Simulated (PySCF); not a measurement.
input.py for SrSe⁻

Input:

```python
from pyscf import gto, dft

mol = gto.M(
    atom='Sr 0 0 0; Se 0 0 2.856',
    basis='sbkjc',
    ecp={'Sr': 'sbkjc', 'Se': 'sbkjc'},
    charge=-1,
    spin=1,
    verbose=4,
)
mf = dft.UKS(mol, xc='camb3lyp')
mf.kernel()
mf.dip_moment()
print('orbital energies (hartree):', [e[max(0, n-3):n+3].round(4) for e, n in zip(mf.mo_energy, mol.nelec)])
```

```bash
$ python input.py
```

Output (some set-up lines and the per-cycle HOMO/LUMO lines with their warnings removed):

```
PySCF version 2.14.0

[INPUT] Symbol           X                Y                Z      unit          X                Y                Z       unit  Magmom
[INPUT]  1 Sr     0.000000000000   0.000000000000   0.000000000000 AA    0.000000000000   0.000000000000   0.000000000000 Bohr   0.0
[INPUT]  2 Se     0.000000000000   0.000000000000   2.856000000000 AA    0.000000000000   0.000000000000   5.397057811758 Bohr   0.0

nuclear repulsion = 2.22343365932773
number of shells = 8
number of NR pGTOs = 36
number of NR cGTOs = 16
basis = sbkjc
ecp = {'Sr': 'sbkjc', 'Se': 'sbkjc'}

******** <class 'pyscf.dft.uks.UKS'> ********
method = UKS
initial guess = minao
damping factor = 0
level_shift factor = 0
DIIS = <class 'pyscf.scf.diis.CDIIS'>
SCF conv_tol = 1e-09
SCF max_cycles = 50
number electrons alpha = 5  beta = 4
XC functionals = camb3lyp

grids dens level: 3
tot grids = 42336
init E= -9.61489772706665

cycle= 1 E= -9.91854053698449  delta_E= -0.304  |g|= 0.181  |ddm|= 1.55
cycle= 2 E= -9.69482055319648  delta_E= 0.224  |g|= 0.473  |ddm|= 1.19
cycle= 3 E= -9.97902175512506  delta_E= -0.284  |g|= 0.0226  |ddm|= 0.765
cycle= 4 E= -9.98041501054935  delta_E= -0.00139  |g|= 0.00932  |ddm|= 0.0974
cycle= 5 E= -9.98080466357786  delta_E= -0.00039  |g|= 0.00216  |ddm|= 0.0643
cycle= 6 E= -9.98085221240234  delta_E= -4.75e-05  |g|= 0.00127  |ddm|= 0.0214
cycle= 7 E= -9.98087266438533  delta_E= -2.05e-05  |g|= 0.000925  |ddm|= 0.0161
cycle= 8 E= -9.98087857964355  delta_E= -5.92e-06  |g|= 0.000185  |ddm|= 0.0102
cycle= 9 E= -9.98087904002217  delta_E= -4.6e-07  |g|= 5.42e-05  |ddm|= 0.00302
cycle= 10 E= -9.9808790699749  delta_E= -3e-08  |g|= 1.65e-05  |ddm|= 0.00068
cycle= 11 E= -9.98087907296689  delta_E= -2.99e-09  |g|= 1.2e-06  |ddm|= 0.000249
cycle= 12 E= -9.9808790729755  delta_E= -8.62e-12  |g|= 1.8e-07  |ddm|= 1.26e-05
Extra cycle  E= -9.98087907297564  delta_E= -1.35e-13  |g|= 1.36e-07  |ddm|= 9.33e-07
converged SCF energy = -9.98087907297564  <S^2> = 0.76630815  2S+1 = 2.0162422

WARN: System has nonzero charge -1; the dipole moment is origin-dependent.
Location of origin: [0. 0. 0.]

Dipole moment(X, Y, Z, Debye): -0.00000,  0.00000, -10.89694
orbital energies (hartree): [array([-0.0675, -0.0675, -0.0427,  0.1007,  0.1007,  0.1271]), array([-0.0603, -0.0599, -0.0599,  0.0674,  0.1046,  0.1046])]
```

In short: E(SCF) = -9.980879 Eh, 12 cycles, ⟨S²⟩ = 0.766.

Wall time 1.5 s on one thread of a shared host.

The basis has no diffuse functions, which an anion needs. The bond length is a typed value, not an optimised one. The dipole of an ion depends on the origin. No search for the lowest solution was made.
